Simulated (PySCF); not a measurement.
PySCF input file for chloro(silyloxy)silane (ClH₅OSi₂), SMILES [SiH3]O[SiH2]Cl, TDDFT-LC-ωPBE/def2-SVPD. Geometry optimised at B3LYP-D3(BJ)/def2-SVP. One conformer was computed; it need not be the lowest.

```python
import numpy as np
from pyscf import gto, scf, dft, tdscf

mol = gto.M(
    atom='''
    Si   -2.02342722    0.20397923   -0.48731969
    O    -0.43448187    0.48126479   -0.92149315
    Si    1.13019465    0.28057145   -0.45438699
    Cl    1.16685807   -0.70971344    1.37579795
    H    -2.27034011   -1.25807231   -0.34811509
    H    -2.88200538    0.75882159   -1.56612235
    H    -2.33022550    0.88451061    0.80142218
    H     1.77780699    1.60146310   -0.27555639
    H     1.84928752   -0.55542241   -1.44435463
    ''',
    basis='def2-SVPD',
    charge=0,
    spin=0,
    max_memory=1600,
    verbose=4,
)
mf = dft.RKS(mol, xc='lc_wpbe').density_fit(auxbasis='def2-universal-jkfit')
mf.grids.level = 3
mf.conv_tol = 1e-9
mf.max_cycle = 100
mf.kernel()
mf.grids = dft.Grids(mol).set(level=1).build(with_non0tab=True)  # coarser grid for the response kernel
td = tdscf.TDDFT(mf)
td.singlet = True
td.nstates = 10
td.conv_tol = 1e-4
td.positive_eig_threshold = 1e-6
td.kernel(x0=td.get_init_guess(mf, 15))
td.analyze()
tt = tdscf.TDA(mf)
tt.singlet = False
tt.nstates = 4
tt.conv_tol = 1e-4
tt.positive_eig_threshold = 1e-6
tt.kernel(x0=tt.get_init_guess(mf, 9))
tt.analyze(verbose=3)
```

Output:

```
PySCF version 2.14.0

[INPUT] verbose = 4
[INPUT] num. atoms = 9
[INPUT] num. electrons = 58
[INPUT] charge = 0
[INPUT] spin (= nelec alpha-beta = 2S) = 0
[INPUT] symmetry False subgroup None
[INPUT] Mole.unit = angstrom
[INPUT] Symbol           X                Y                Z      unit          X                Y                Z       unit  Magmom
[INPUT]  1 Si    -2.023427220000   0.203979230000  -0.487319690000 AA   -3.823723278790   0.385464879800  -0.920900749208 Bohr   0.0
[INPUT]  2 O     -0.434481870000   0.481264790000  -0.921493150000 AA   -0.821051740389   0.909458646496  -1.741369679163 Bohr   0.0
[INPUT]  3 Si     1.130194650000   0.280571450000  -0.454386990000 AA    2.135758355949   0.530203198872  -0.858666965665 Bohr   0.0
[INPUT]  4 Cl     1.166858070000  -0.709713440000   1.375797950000 AA    2.205042178539  -1.341164028523   2.599881328238 Bohr   0.0
[INPUT]  5 H     -2.270340110000  -1.258072310000  -0.348115090000 AA   -4.290321017515  -2.377412110799  -0.657842179928 Bohr   0.0
[INPUT]  6 H     -2.882005380000   0.758821590000  -1.566122350000 AA   -5.446200857723   1.433964982507  -2.959542319060 Bohr   0.0
[INPUT]  7 H     -2.330225500000   0.884510610000   0.801422180000 AA   -4.403488003478   1.671482807172   1.514468430352 Bohr   0.0
[INPUT]  8 H      1.777806990000   1.601463100000  -0.275556390000 AA    3.359568313437   3.026326657597  -0.520726108974 Bohr   0.0
[INPUT]  9 H      1.849287520000  -0.555422410000  -1.444354630000 AA    3.494646938376  -1.049596238346  -2.729434677448 Bohr   0.0

nuclear repulsion = 278.284214499042
number of shells = 60
number of NR pGTOs = 212
number of NR cGTOs = 138
basis = def2-SVPD
ecp = {}


[settings echo left out]
init E= -1116.76778277457
  HOMO = -0.367541550833262  LUMO = -0.00971564370874711  gap/eV = 9.73694
cycle= 1 E= -1116.70630098237  delta_E= 0.0615  |g|= 0.696  |ddm|= 3.23
  HOMO = -0.344374061338191  LUMO = 0.0595359410315144  gap/eV = 10.99095
cycle= 2 E= -1116.70234601744  delta_E= 0.00395  |g|= 0.771  |ddm|= 1.36
  HOMO = -0.428029051249734  LUMO = 0.058277422389192  gap/eV = 13.23307
cycle= 3 E= -1116.81030918759  delta_E= -0.108  |g|= 0.0683  |ddm|= 0.592
  HOMO = -0.421968970210647  LUMO = 0.0674576992252738  gap/eV = 13.31798
cycle= 4 E= -1116.81146843474  delta_E= -0.00116  |g|= 0.0226  |ddm|= 0.152
  HOMO = -0.422512356144164  LUMO = 0.0674218686588182  gap/eV = 13.33179
cycle= 5 E= -1116.81162797636  delta_E= -0.00016  |g|= 0.00294  |ddm|= 0.0632
  HOMO = -0.422882732824976  LUMO = 0.0671465910310833  gap/eV = 13.33438
cycle= 6 E= -1116.81163191287  delta_E= -3.94e-06  |g|= 0.000684  |ddm|= 0.0148
  HOMO = -0.42288272176086  LUMO = 0.0671468682712835  gap/eV = 13.33438
cycle= 7 E= -1116.8116321996  delta_E= -2.87e-07  |g|= 0.000163  |ddm|= 0.00322
  HOMO = -0.422884671451714  LUMO = 0.0671489219459507  gap/eV = 13.33449
cycle= 8 E= -1116.81163221948  delta_E= -1.99e-08  |g|= 4.13e-05  |ddm|= 0.000559
  HOMO = -0.422883302621521  LUMO = 0.0671502795156456  gap/eV = 13.33449
cycle= 9 E= -1116.81163222085  delta_E= -1.37e-09  |g|= 9.57e-06  |ddm|= 0.000133
  HOMO = -0.422884079673441  LUMO = 0.0671496201301252  gap/eV = 13.33450
cycle= 10 E= -1116.81163222093  delta_E= -7.73e-11  |g|= 2.49e-06  |ddm|= 3.7e-05
  HOMO = -0.42288366253531  LUMO = 0.0671498138253708  gap/eV = 13.33449
Extra cycle  E= -1116.81163222093  delta_E= -3.18e-12  |g|= 1.08e-06  |ddm|= 6.69e-06
converged SCF energy = -1116.81163222093
tot grids = 36680
Overwritten attributes  positive_eig_threshold  of <class 'pyscf.tdscf.rks.TDDFT'>


******** <class 'pyscf.tdscf.rks.TDDFT'> for <class 'pyscf.df.df_jk.DFRKS'> ********
nstates = 10 singlet
deg_eia_thresh = 1.000e-03
wfnsym = None
conv_tol = 0.0001
eigh lindep = 1e-12
eigh level_shift = 0
eigh max_cycle = 100


Excitation energies (eV)
[7.82123157 8.10103095 8.22383178 8.52258385 8.84441963 9.01478542
 9.12857097 9.29336756 9.32552768 9.44418284]

** Singlet excitation energies and oscillator strengths **
Excited State   1:      7.82123 eV    158.52 nm  f=0.0021
      27 -> 30       -0.20445
      27 -> 32        0.10080
      27 -> 36        0.11348
      29 -> 30        0.56982
      29 -> 31        0.20426
      29 -> 33       -0.11542
Excited State   2:      8.10103 eV    153.05 nm  f=0.0030
      27 -> 31       -0.14785
      27 -> 32       -0.15671
      29 -> 31       -0.31223
      29 -> 32       -0.49264
      29 -> 33        0.12429
      29 -> 34        0.12850
      29 -> 41        0.12868
Excited State   3:      8.22383 eV    150.76 nm  f=0.0013
      26 -> 30       -0.21255
      28 -> 30        0.55891
      28 -> 31        0.16232
      28 -> 32       -0.16431
      28 -> 36       -0.13483
Excited State   4:      8.52258 eV    145.48 nm  f=0.0021
      25 -> 30       -0.17706
      27 -> 30        0.41033
      27 -> 31        0.11282
      27 -> 32       -0.16606
      29 -> 30        0.12486
      29 -> 33       -0.25116
      29 -> 34        0.19041
      29 -> 36        0.29958
Excited State   5:      8.84442 eV    140.18 nm  f=0.0517
      26 -> 31       -0.27698
      26 -> 32       -0.37681
      26 -> 33        0.16722
      26 -> 41        0.13279
      28 -> 31       -0.26101
      28 -> 32       -0.32219
      28 -> 41        0.10340
Excited State   6:      9.01479 eV    137.53 nm  f=0.1375
      27 -> 31        0.14797
      27 -> 32        0.20524
      27 -> 33        0.14019
      29 -> 30        0.21506
      29 -> 31       -0.39773
      29 -> 32        0.26819
      29 -> 33        0.13049
      29 -> 34        0.20231
Excited State   7:      9.12857 eV    135.82 nm  f=0.0157
      25 -> 32       -0.23257
      27 -> 30        0.15649
      27 -> 31       -0.30436
      27 -> 32       -0.27370
      27 -> 34        0.13761
      28 -> 35       -0.10274
      29 -> 30        0.13346
      29 -> 32        0.22557
      29 -> 33        0.24375
      29 -> 34       -0.11889
      29 -> 38        0.11798
Excited State   8:      9.29337 eV    133.41 nm  f=0.0168
      24 -> 30        0.16627
      24 -> 31        0.11947
      26 -> 30        0.40925
      26 -> 32       -0.21327
      26 -> 36        0.10380
      28 -> 30        0.26144
      28 -> 33       -0.17918
      28 -> 36        0.19338
Excited State   9:      9.32553 eV    132.95 nm  f=0.0000
      25 -> 30        0.11942
      25 -> 31        0.14873
      25 -> 32        0.13376
      25 -> 38        0.11181
      26 -> 35        0.11298
      27 -> 30        0.18682
      27 -> 31        0.12242
      27 -> 32        0.18752
      27 -> 33       -0.25441
      27 -> 34        0.16250
      27 -> 38       -0.11367
      28 -> 35       -0.25603
      29 -> 32       -0.12911
      29 -> 33        0.12350
      29 -> 38        0.25423
Excited State  10:      9.44418 eV    131.28 nm  f=0.0100
      24 -> 32       -0.13231
      24 -> 33        0.10986
      26 -> 31        0.26786
      26 -> 32        0.12796
      28 -> 30        0.15269
      28 -> 31       -0.50068
      28 -> 33       -0.18295
      28 -> 36       -0.11535

** Transition electric dipole moments (AU) **
state          X           Y           Z        Dip. S.      Osc.
  1         0.0031     -0.0927     -0.0502      0.0111      0.0021
  2        -0.0042      0.1078      0.0580      0.0150      0.0030
  3        -0.0670     -0.0241      0.0401      0.0067      0.0013
  4         0.0032     -0.0876     -0.0477      0.0099      0.0021
  5         0.4805      0.0536     -0.0701      0.2387      0.0517
  6         0.0205     -0.6939     -0.3750      0.6225      0.1375
  7        -0.0066      0.2324      0.1262      0.0700      0.0157
  8         0.2707     -0.0024      0.0214      0.0738      0.0168
  9        -0.0058     -0.0022     -0.0038      0.0001      0.0000
 10         0.0761      0.0984     -0.1662      0.0431      0.0100

** Transition velocity dipole moments (imaginary part, AU) **
state          X           Y           Z        Dip. S.      Osc.
  1         0.0012     -0.0373     -0.0201      0.0018      0.0042
  2        -0.0011      0.0266      0.0143      0.0009      0.0020
  3        -0.0211     -0.0043      0.0064      0.0005      0.0011
  4         0.0011     -0.0316     -0.0172      0.0013      0.0028
  5         0.1580      0.0160     -0.0201      0.0256      0.0526
  6         0.0073     -0.2455     -0.1327      0.0780      0.1569
  7        -0.0022      0.0788      0.0428      0.0081      0.0160
  8         0.0968      0.0017      0.0030      0.0094      0.0183
  9        -0.0021      0.0015      0.0000      0.0000      0.0000
 10         0.0278      0.0364     -0.0615      0.0059      0.0113

** Transition magnetic dipole moments (imaginary part, AU) **
state          X           Y           Z
  1        -0.5441      0.0573     -0.1410
  2         1.1550      0.2126     -0.3288
  3        -0.0272      1.0901      0.5901
  4         0.5111     -1.0040      1.8832
  5         0.0139     -0.4320     -0.2335
  6         0.7198     -0.0144      0.0609
  7         0.9613      0.0990     -0.1157
  8         0.0441     -0.4325     -0.2363
  9         1.4782      0.0554     -0.0185
 10        -0.0484      1.3647      0.7599
Overwritten attributes  positive_eig_threshold  of <class 'pyscf.tdscf.rks.TDA'>


******** <class 'pyscf.tdscf.rks.TDA'> for <class 'pyscf.df.df_jk.DFRKS'> ********
nstates = 4 triplet
deg_eia_thresh = 1.000e-03
wfnsym = None
conv_tol = 0.0001
eigh lindep = 1e-12
eigh level_shift = 0
eigh max_cycle = 100


Excitation energies (eV)
[7.3223242  7.56894291 7.65610335 7.93231185]

** Triplet excitation energies and oscillator strengths **
Excited State   1:      7.32232 eV    169.32 nm  f=0.0000
Excited State   2:      7.56894 eV    163.81 nm  f=0.0000
Excited State   3:      7.65610 eV    161.94 nm  f=0.0000
Excited State   4:      7.93231 eV    156.30 nm  f=0.0000
```

The calculation finished and met its thresholds.

Cost: about 7 core-minutes (a rough figure).
